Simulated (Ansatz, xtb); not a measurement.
## Relaxing a trial structure of HInN2

The starting geometry of this gas-phase singlet has its atoms placed at random.

```tsv
atom	x (Å)	y (Å)	z (Å)
In	-1.8403	-0.3458	-0.4357
N	1.5557	-0.2150	-0.4669
N	0.3167	-1.5077	0.2533
H	1.0986	0.0345	0.2461
```

**Question.** One run relaxed it with r2SCAN-D4/def2-SVP. What is a likely outcome?

**Answer.** It ends as `N=[N][In]`. Distances that change by over a tenth: N2–H4 (0.88 → 1.07 Å). Contacts that close: In1–N3 (2.55 → 2.17 Å), N2–N3 (1.93 → 1.22 Å).

The energy falls by 6.55 eV over 12 steps:

```
step  E − E(last) (eV)
   1             6.550
   2             3.460
   3             1.281
   5             0.507
   6             0.098
   7             0.044
   8             0.030
  10             0.001
  11             0.000
  12             0.000
```

Final geometry (Å):

```csv
atom,x (Å),y (Å),z (Å)
In,-2.0263,-0.9264,-0.4533
N,1.3094,-0.6740,-0.1514
N,0.0972,-0.5890,-0.1528
H,1.7503,0.1555,0.3544
```

From the same start GFN2-xTB ends elsewhere, differing in In1–H4 (1.98 against 4.01 Å here), N2–H4 (2.01 against 1.07 Å here).

From so rough a start the end depends on the optimiser's path, so another program may land elsewhere. The end wasn't checked by frequencies. Atoms past krypton carry core potentials, without spin–orbit terms. Run with Ansatz 0.2.0, 58 s on 1 thread of AMD EPYC (Zen 3), with other jobs on the host.
